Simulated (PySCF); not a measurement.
BrClF2Ge.

```xyz
5

F      1.2882     0.7993    -1.3645
Ge     0.3077     0.4650     0.0000
F      1.2882     0.7993     1.3645
Cl    -1.3379     1.7871     0.0000
Br    -0.2940    -1.7043     0.0000
```

The structure is a stationary point at PBE0-D3(BJ)/def2-SVP. The structure was generated by enumeration, and PubChem lists no compound with its InChIKey, so it may never have been made.

Computed with PySCF with PBE/pcSseg-1. Non-relativistic, no solvent.

Computed absolute GIAO shielding of each atom: isotropic value and principal components (ppm):
```csv
atom,σ(iso),σ11,σ22,σ33,span
F1,228.2,163.9,167.3,353.5,189.6
Ge2,1214.0,1154.2,1186.6,1301.0,146.8
F3,228.2,163.9,167.3,353.5,189.6
Cl4,738.3,573.7,611.9,1029.4,455.8
Br5,2226.3,1846.5,1926.8,2905.7,1059.3
```
